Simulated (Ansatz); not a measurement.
Reaction (formal exchange of groups at the Si–Al bond): `[OH][AlH][SiH2]P` + `COCF` → `CO[SiH2]P` + `[OH][AlH][CH2]F`

Program: Ansatz. Geometries: PBE0-D4/def2-TZVP. ΔE: electronic, gas phase. CCSD(T)/CBS adds triple-zeta CCSD(T) − MP2 to the extrapolated MP2 energy (def2 sets, frozen cores). DFT in def2-TZVPP. B3LYP here is the variant with VWN-RPA as its local correlation; programs differ in this. Each species was taken in one conformer, which may not be the lowest.

`[OH][AlH][SiH2]P`:

Z-matrix (Å, degrees):
```
Si
Al 1 2.436
P 1 2.276 2 110.2
H 1 1.490 2 114.2 3 119.2
H 1 1.492 2 113.0 3 -117.5
O 2 1.698 1 115.7 3 -91.6
H 2 1.590 1 124.8 3 82.9
H 3 1.422 1 94.8 2 -46.5
H 3 1.422 1 94.8 2 47.2
H 6 0.956 2 123.4 1 174.9
```

`COCF`:

```xyz
9

C    -0.923    0.038   -0.724
O     0.278   -0.644   -0.422
C     0.979   -0.100    0.611
F     0.333   -0.296    1.818
H    -0.729    1.101   -0.915
H    -1.332   -0.420   -1.623
H    -1.647   -0.053    0.091
H     1.100    0.987    0.502
H     1.942   -0.612    0.663
```

`CO[SiH2]P`:

Cartesian coordinates in Å:
```
C 1.492 1.152 -0.039
O 0.938 0.091 -0.782
Si -0.642 -0.346 -0.677
P -1.146 -1.009 1.421
H 1.398 0.982 1.039
H 2.552 1.224 -0.288
H 1.010 2.106 -0.285
H -0.828 -1.401 -1.700
H -1.534 0.815 -0.965
H -0.741 -2.354 1.210
H -2.499 -1.260 1.066
```

`[OH][AlH][CH2]F`:

Cartesian coordinates in Å:
```
O 0.476 -1.913 -0.015
Al 0.733 -0.241 0.094
C -0.905 0.848 -0.092
F -0.595 2.210 0.015
H 1.166 -2.571 0.054
H 2.178 0.360 0.325
H -1.651 0.614 0.676
H -1.403 0.693 -1.057
```

(1) Is it downhill or uphill in electronic energy at CCSD(T)/CBS, and by how much? (Estimate.)

(2) What do these levels give: PBE0-D4, B3LYP-D4, ωB97X-V, PBE, r2SCAN, B3LYP, MP2/def2-TZVPP, SCS-MP2/def2-TZVPP, CCSD/def2-TZVPP, CCSD(T)/def2-TZVPP, HF/CBS(def2), CCSD/CBS(def2)? (An estimate is asked.)

Largest T1 diagnostic among the species: 0.014.

Results:

(1) Computed: Downhill: ΔE = -89.2 kJ/mol.

(2) Computed: PBE0-D4 -70.4, B3LYP-D4 -88.7, ωB97X-V -83.7, PBE -65.2, r2SCAN -80.0, B3LYP -87.5, MP2/def2-TZVPP -93.7, SCS-MP2/def2-TZVPP -93.8, CCSD/def2-TZVPP -85.6, CCSD(T)/def2-TZVPP -82.6, HF/CBS(def2) -95.8, CCSD/CBS(def2) -92.2 kJ/mol.

From PBE to PBE0 (25 % exact exchange), in def2-TZVPP and without D4, ΔE moves by −4.6 kJ/mol.
